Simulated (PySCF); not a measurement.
Ta(CH2)Cl3, CH₂Cl₃Ta (singlet state).
SMILES: `[CH2]=[Ta]([Cl])([Cl])[Cl]`

The closed-shell ground state was solved at several levels (PySCF, density fitting, gas phase). Isolated species at its PBE0-D3(BJ)/def2-SVP geometry, gas phase. Atoms past krypton carry effective core potentials; spin–orbit coupling is left out.

```
                             level  basis functions  HOMO (eV)  LUMO (eV)  gap (eV)  dipole (D)
wB97X-D/pcSseg-1 (def2-TZVP on Ta)              139      -8.90      -1.13      7.77        0.98
                    PBE0/def2-SVPD              152      -7.09      -2.95      4.14        0.96
```

Task: Estimate the row for PBE0/pcSseg-1 (def2-TZVP on Ta), a basis of 139 functions; the other rows only guide the guess.

Result: HOMO -7.05 eV, LUMO -2.87 eV, gap 4.18 eV, dipole 0.92 D.

Task: Over all these levels, which gives the widest orbital gap and which the narrowest?

Result: wB97X-D/pcSseg-1 (def2-TZVP on Ta) (range-separated hybrid) has the widest, 7.77 eV, and PBE0/def2-SVPD (global hybrid, 25 % exact exchange) the narrowest, 4.14 eV. Functional and basis both differ between the two, so the spread mixes both effects.

Task: How far do the dipole and the HOMO energy spread over the levels?

Result: The dipole runs from 0.92 to 0.98 D (mean 0.95 D) and the HOMO from -8.90 to -7.05 eV.
